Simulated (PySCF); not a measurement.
Cd(H)(Et), SMILES [CdH][CH2]C (C₂H₆Cd), B3LYP/def2-SVP optimised geometry.

```
9

Cd     1.13    -0.64     0.00
H      2.82    -0.64     0.00
C     -1.03    -0.65    -0.01
C     -1.71     0.64     0.46
H     -1.34    -1.50     0.62
H     -1.35    -0.91    -1.03
H     -1.45     1.50    -0.17
H     -1.44     0.90     1.50
H     -2.82     0.55     0.43
```

Density from B3LYP/def2-TZVP, def2 effective core potentials past Kr run with PySCF 2.14.0 at that geometry. The core electrons that the potentials of Cd replace are not part of the density.

Minimum of the electron density along straight lines between bonded atoms, close to the bond critical point (lines longer than 1.1 times the sum of covalent radii, or with two minima, are not listed):

```csv
bond,length / Å,ρ at the minimum / e bohr⁻³,∇²ρ there / e bohr⁻⁵,position (fraction from the first atom)
Cd1–H2,1.690,[?],[?],0.65
Cd1–C3,2.153,0.098,0.17,0.52
C3–C4,1.535,[?],-0.57,0.50
C3–H5,1.104,0.268,-0.88,0.64
C3–H6,1.104,0.268,-0.88,0.64
C4–H7,1.103,0.272,-0.91,0.64
C4–H8,1.103,0.272,-0.91,0.64
C4–H9,1.106,0.270,-0.90,0.64
```

Task: What belongs in the gaps?

Result: 
- Cd1–H2, ρ at the minimum / e bohr⁻³: 0.108
- Cd1–H2, ∇²ρ there / e bohr⁻⁵: 0.13
- C3–C4, ρ at the minimum / e bohr⁻³: 0.239
